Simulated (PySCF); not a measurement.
# Working with the constants of TeCl

UHF-CCSD(T) constants of TeCl, ²Π (doublet), unpaired electrons π ↑ (Te def2-TZVPP with ECP28, Cl def2-TZVPP; scalar-relativistic core potentials (PySCF 2.14); masses 129.9062 and 34.9689 u):

- ωe: 385.6 cm⁻¹
- ωexe: 1.39 cm⁻¹
- Be: 0.11325 cm⁻¹
- αe: 0.000528 cm⁻¹
- D (centrifugal): 3.91e-08 cm⁻¹
- De to Te + Cl: 2.50 eV

(1) Give the vibrational terms G(v) and spacings up to v = 3.

(2) How well does the Morse estimate ωe²/(4ωexe) reproduce De, and what is D0?

Correlated steps freeze 9 core orbitals. These are scalar-relativistic numbers at best; spin–orbit coupling would shift them, the dissociation energy most. The state is the lowest determinant that a PBE0 search found; another state may lie lower at other levels.

Answers

(1) G(v) = ωe(v+½) − ωexe(v+½)².

| v | G(v) (cm⁻¹) | G(v) − G(v−1) | Bv (cm⁻¹) |
| --- | --- | --- | --- |
| 0 | 192 |  | 0.1130 |
| 1 | 575 | 383 | 0.1125 |
| 2 | 955 | 380 | 0.1119 |
| 3 | 1333 | 377 | 0.1114 |

(2) It gives 3.32 eV, 133 % of the computed De. D0 = De − G(0) = 2.50 − 0.02 = 2.48 eV.
